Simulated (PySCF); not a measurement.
C₂H₈O₂S₂Sn, SMILES C[S][Sn]([OH])([OH])[S]C (GFN2-xTB optimised geometry):

```
15

C     -0.099     0.506     3.273
S     -1.199    -0.422     2.172
Sn    -0.596     0.508     0.000
O     -0.931     2.482     0.000
O      1.399     0.508     0.000
S     -1.368    -0.564    -2.051
C     -0.429    -2.117    -2.022
H     -0.327     1.564     3.220
H     -0.305     0.128     4.269
H      0.935     0.316     3.008
H     -1.769     2.778    -0.355
H      1.769     1.361    -0.230
H     -0.571    -2.557    -3.004
H      0.623    -1.913    -1.857
H     -0.824    -2.778    -1.258
```

Calculation: PySCF with B3LYP/def2-TZVP, def2 effective core potentials past Kr.

What are the frontier orbital energies and the dipole moment?

HOMO-2 -7.71 eV, HOMO-1 -6.95 eV, HOMO -6.82 eV, LUMO -2.23 eV, LUMO+1 -0.71 eV; dipole moment 0.46 D.

On the same geometry PySCF with PBE/def2-TZVP, def2 effective core potentials past Kr gives HOMO-2 -6.63 eV, HOMO-1 -5.92 eV, HOMO -5.81 eV, LUMO -2.80 eV, LUMO+1 -1.27 eV; dipole moment 0.31 D.
